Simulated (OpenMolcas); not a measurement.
## Ag2+: effect of the metal basis

Ag2+ with its 6 nearest fluoride ions at 2.172 Å, on the Zn site of KZnF3 (a = 4.054 Å, distance in the model lattice 2.027 Å). The rest of the host is ab initio model potentials to 7.6 Å and point charges beyond; the distance is set by hand and nothing relaxes.

* Program: OpenMolcas 26.06
* Method: SS-CASPT2, IPEA 0.25 Eh, imaginary shift 0.1 Eh (closed shells correlated: 4s 4p and the ligand valence shells)
* Spin-orbit coupling: RASSI with atomic mean-field integrals over the reference wave functions

Fixed: ligand basis ANO-RCC-VDZP, active space 9 electrons in 5 orbitals (4d), DKH2 Hamiltonian.

States (labels of O, the rotations of Oh). Energies in cm-1 above the lowest state or level, χT in cm3 K/mol; 10Dq is the gap between the two states.

| Run | Metal basis | Ground state | First state of that spin | 10Dq | First gap with spin-orbit (degeneracies) | χT at 300 K | Cost |
| --- | --- | --- | --- | --- | --- | --- | --- |
| A | ANO-RCC-VDZP | 2E | 2T2 13600 | 13604 | 12170 (4, 2) | 0.559 | roughly 12 core-seconds |
| B | ANO-RCC-VTZP | 2E | 2T2 13160 | 13165 | 11760 (4, 2) | 0.564 | roughly 27 core-seconds |

Against A, |10Dq| changes by -3.2 % in B.

Costs are those of the CASPT2 steps.

Roots that are degenerate in the reference are averaged as groups; the widest CASPT2 spread within a group is 77 cm-1 (the 3-fold group of multiplicity 2 near 13200 cm-1 above the lowest state of its run, B). Shifts and gaps below about the spread of the groups concerned are not significant. Over all roots computed the reference weight is 0.74 in A, 0.73 to 0.74 in B; a low but even weight reflects the number of correlated electrons. An orbital doublet at a regular site is open to a Jahn-Teller distortion, which this geometry leaves out. Ligand-to-metal charge-transfer states are missing. With one d shell and no ligand orbital active, 10Dq can be off by a tenth or more. Free-ion shares, where given, are those of the reference states; single-state CASPT2 does not remix them. No measured value stands beside these numbers; the geometry was set by hand and not optimised.
